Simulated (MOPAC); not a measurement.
MOPAC input (PM7):

```
PM7 1SCF UHF MS=0.5 GEO-OK AUX(PRECISION=9) THREADS=1
H3BN

B    -0.67550900 1    0.14887900 1   -0.00613900 1
N     0.63011700 1   -0.09718900 1    0.00592200 1
H    -1.44672800 1   -0.78084800 1   -0.01830600 1
H    -1.10635800 1    1.26961900 1   -0.00524100 1
H     1.51981600 1   -0.55284500 1    0.01278900 1
```

From the output:

```
                                                       MOPAC v23.2.5 Linux

          FINAL HEAT OF FORMATION =         21.64509 KCAL/MOL =      90.56308 KJ/MOL

          COSMO AREA              =         68.08 SQUARE ANGSTROMS
          COSMO VOLUME            =         49.63 CUBIC ANGSTROMS

          IONIZATION POTENTIAL    =         10.203104 EV
          ALPHA SOMO LUMO (EV)    =        -10.203  0.071
          BETA  SOMO LUMO (EV)    =        -10.844 -0.442
          NO. OF ALPHA ELECTRONS  =          6
          NO. OF BETA  ELECTRONS  =          5
          MOLECULAR WEIGHT        =         27.8404         POINT GROUP:  Cs

          MOLECULAR DIMENSIONS (Angstroms)

            Atom       Atom       Distance
            H     5    H     4     3.19664
            H     4    H     3     1.87871
            B     1    N     2     0.00000

          SCF CALCULATIONS        =          1

   ATOM   CHEMICAL          X               Y               Z
  NUMBER   SYMBOL      (ANGSTROMS)     (ANGSTROMS)     (ANGSTROMS)

     1       B         -0.67550900  *   0.14887900  *  -0.00613900  *
     2       N          0.63011700  *  -0.09718900  *   0.00592200  *
     3       H         -1.44672800  *  -0.78084800  *  -0.01830600  *
     4       H         -1.10635800  *   1.26961900  *  -0.00524100  *
     5       H          1.51981600  *  -0.55284500  *   0.01278900  *

                             CARTESIAN COORDINATES

   1    B       -0.675509000     0.148879000    -0.006139000
   2    N        0.630117000    -0.097189000     0.005922000
   3    H       -1.446728000    -0.780848000    -0.018306000
   4    H       -1.106358000     1.269619000    -0.005241000
   5    H        1.519816000    -0.552845000     0.012789000

           Empirical Formula: H3 N B  =     5 atoms

      MOLECULAR POINT GROUP   :   Cs

          ALPHA EIGENVALUES
 -34.31374 -18.62192 -14.68131 -13.60458 -12.03266 -10.20310   0.07121   2.40831
   3.79057   5.30825   7.42355

           BETA EIGENVALUES
 -32.00667 -18.04134 -13.22917 -12.54920 -10.84390  -0.44228   0.52222   3.09050
   4.31320   5.66946   7.72627

              NET ATOMIC CHARGES AND DIPOLE CONTRIBUTIONS

  ATOM NO.   TYPE          CHARGE      No. of ELECS.   s-Pop       p-Pop
    1          B          -0.067185        3.0672     0.69992     2.36726
    2          N          -0.415601        5.4156     1.61317     3.80244
    3          H           0.082686        0.9173     0.91731
    4          H           0.079684        0.9203     0.92032
    5          H           0.320416        0.6796     0.67958
 DIPOLE           X         Y         Z       TOTAL
 POINT-CHG.     0.301    -0.529     0.001     0.609
 HYBRID         1.040    -0.299     0.009     1.083
 SUM            1.342    -0.828     0.010     1.577

          ATOMIC ORBITAL ELECTRON POPULATIONS

     Atom    s        px        py        pz
    1  B   0.69992   0.75689   1.10224   0.50814
    2  N   1.61317   1.18988   1.12069   1.49187
    3  H   0.91731
    4  H   0.92032
    5  H   0.67958

                    (SZ)    =    0.500000
                    (S**2)  =    0.772684

          ATOMIC ORBITAL SPIN POPULATIONS

    Atom   Total    s     px     py     pz
         Atomic
    1  B -0.1707 -0.023 -0.033 -0.009 -0.105
    2  N  1.0110  0.043  0.137  0.726  0.105
    3  H  0.1102  0.110
    4  H  0.0830  0.083
    5  H -0.0335 -0.034

 **********************
 *                    *
 * JOB ENDED NORMALLY *
 *                    *
 **********************

 == MOPAC DONE ==
```

The geometry given is a B3LYP-D3(BJ)/def2-TZVP minimum.
